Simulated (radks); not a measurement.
The numbers below are computed, except where a source is named.
Species: Zn XXVI. Configuration: [He] 2s2 2p0.5 3s0.5 (fractional occupations, a model configuration).

Level of theory: Dirac Kohn-Sham, HCTH/407, spin-unpolarised, spherical densities, finite nucleus; open shells fill j = l - 1/2 first; Fermi nuclear charge, rms radius 3.9283 fm (a radial shooting solver on a logarithmic mesh with Libxc functionals).

Energy parts (hartree):
part                       energy
total                 -1157.92905
kinetic                1187.14458
electron-nucleus      -2407.49040
Hartree                  88.75793
exchange-correlation    -26.34116

Orbitals (lengths in bohr, moments of r in powers of bohr; <r^-3> diverges for s and p1/2; r(max) is where P^2 peaks; r(90%) holds 90 % of the orbital's charge):
orbital	occ.	eigenvalue (hartree)	<r>	<r^-3>	r(90%)	r(max)
1s1/2	2	-412.8948	0.05002	-	0.0893	0.03287
2s1/2	2	-93.17839	0.2083	-	0.319	0.1800
2p1/2	0.5	-90.35919	0.1769	-	0.285	0.1405
2p3/2	0	-89.26139	0.1797	943.8	0.289	0.1430
3s1/2	0.5	-39.05599	0.4882	-	0.705	0.4676

The highest occupied level is 3s1/2 at -1062.8 eV. The configuration is held as typed, so some empty levels lie below it. Summed over all electrons, <r^2> = 0.2626 bohr^2, which gives a Langevin (diamagnetic) susceptibility term of -0.208 x 10^-6 cm^3/mol. The density falls to 0.001 e/bohr^3 at r = 1.05 bohr.
